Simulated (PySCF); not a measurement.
Species: C₄H₃BrO.
Bonds: Br1–C2, C2–C3 (aromatic), C3–C4 (aromatic), C4–C5 (aromatic), C5–O6 (aromatic), C2–O6 (aromatic). Hydrogens: H7 on C3; H8 on C4; H9 on C5.

Computed by this run: CAM-B3LYP/6-31G* geometry optimisation, gas phase (PySCF 2.14.0); density fitting, grid level 1; the optimiser is geomeTRIC in internal coordinates, started from a GFN2-xTB structure.

Step 0: E = -76280.8481 eV
```
atom  x, y, z in Å  |  force x, y, z in eV/Å
Br1     2.9568   -0.3032    0.3496   -0.027  -0.038   0.002
C2      1.1101   -0.1464    0.1349    0.257   0.541  -0.076
C3      0.3301    0.9348   -0.1414    0.439  -0.447   0.125
C4     -0.9934    0.4301   -0.1812   -0.069  -0.493   0.085
C5     -0.9024   -0.9029    0.0725   -0.611   0.574  -0.172
O6      0.3798   -1.2628    0.2666    0.324  -0.311   0.102
H7      0.6572    1.9419   -0.2934    0.148   0.319  -0.044
H8     -1.8843    0.9908   -0.3729   -0.364   0.146  -0.065
H9     -1.6403   -1.6764    0.1401   -0.097  -0.292   0.043
```

Question: Estimate the geometry and energy of step 1. (The exact step hangs on the optimiser's Hessian estimate; all steps are aligned on step 0, rigid shifts and turns removed.)

Answer: E = -76280.8669 eV, largest force 0.212 eV/Å
```
atom  x, y, z in Å  |  force x, y, z in eV/Å
Br1     2.9593   -0.3165    0.3506    0.020   0.017   0.011
C2      1.1180   -0.1344    0.1374   -0.068  -0.149  -0.048
C3      0.3392    0.9346   -0.1478   -0.008   0.139   0.049
C4     -1.0006    0.4291   -0.1870   -0.074   0.108   0.043
C5     -0.9178   -0.8943    0.0764    0.130  -0.153  -0.070
O6      0.3818   -1.2591    0.2692   -0.005   0.047   0.038
H7      0.6700    1.9525   -0.2919   -0.010  -0.038  -0.024
H8     -1.9037    0.9940   -0.3709    0.031  -0.021  -0.025
H9     -1.6328   -1.6998    0.1388   -0.016   0.049   0.026
```

The energy changes by -0.0189 eV. The first-order estimate −F·Δx gives -0.0446 eV and the mean of the old and new forces, exact on a quadratic surface, -0.0179 eV. The step makes an angle of 52° with the force vector and moves no atom by more than 0.025 Å.

What follows is the cost of the whole optimisation. On one thread, Intel Xeon Platinum 8259CL at 2.50 GHz (x86_64), shared host, this took 56 s and 0.53 GiB of memory at its peak.
